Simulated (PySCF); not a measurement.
## Structure from NMR data

The spectra below were simulated for a compound C4H13NOSi3.

¹H NMR (400 MHz, computed): δ 5.16 (d, 2H), 4.71 (s, 3H), 2.02 (t, 1H), 0.28 (s, 6H), 0.16 (br s, 1H).

¹³C{¹H} NMR (computed): δ 102.9, 90.4, 2.4 (2C).

PySCF 2.14.0 with density-fitted response routines calculation with geometry from GFN2-xTB and PBE0/pcSseg-1 with gauge-including orbitals; non-relativistic Hamiltonian, a single conformation, rapidly exchanging positions averaged, gas phase.

Scale: ¹H and ¹³C vs TMS (reference shieldings calculated alike).

Task: Which of these isomers gave the spectra?
A. C#C[SiH2]O[Si](C)(C)N[SiH3]
B. O=C([SiH2]N([SiH3])[SiH3])C1CC1
C. C#C[SiH2]O[Si@](C)([SiH3])NC
D. C=C(C=O)[Si@](N)([SiH3])[SiH2]C

Result: A. 

- The formula gives 2 degrees of unsaturation (no ring in the answer).
- 3 carbon signals for 4 carbons: some carbons are equivalent by symmetry or fast rotation.
- Carbon types of the structure: 1 × C, 1 × CH, 2 × CH3, leaving 6 H on heteroatoms.
- δC 102.9: terminal alkyne carbon; the triple bond shields along its axis, which puts it between sp3 and sp2 carbons.
- δC 90.4: alkyne carbon; sp carbons lie upfield of alkene carbons because the cylindrical π system leaves one tensor component strongly shielded.
- δC 2.4: methyl carbon bonded to Si; an electropositive neighbour leaves it electron-rich and shielded.
- δH 0.28: hydrogen on a methyl carbon bonded to Si; an electropositive neighbour shields it, as in TMS itself.
- δH 0.16: hydrogen on a nitrogen bonded to 2 Si; labile proton, position sensitive to the medium.

The others: C=C(C=O)[Si@](N)([SiH3])[SiH2]C would give 4 carbon signals, not 3; C#C[SiH2]O[Si@](C)([SiH3])NC would give 4 carbon signals, not 3; O=C([SiH2]N([SiH3])[SiH3])C1CC1 would give 5 signals for carbon-bound and other non-exchanging H, not 4.

The OH or NH signal is concentration- and solvent-dependent in practice; the value given is the gas-phase one. Shifts are as computed. Against solution values, carbons near 30 ppm lie about +3 ppm off and those near 130 ppm about +5 ppm. Of 1309 compounds with measured shifts, 239 miss one by over three times the rms of a fit or turn the order of signals round; such compounds aren't used in these exercises. Multiplicities follow the n + 1 count of equivalent neighbours, as no J values were calculated; m marks all less simple cases, F and P coupling included.
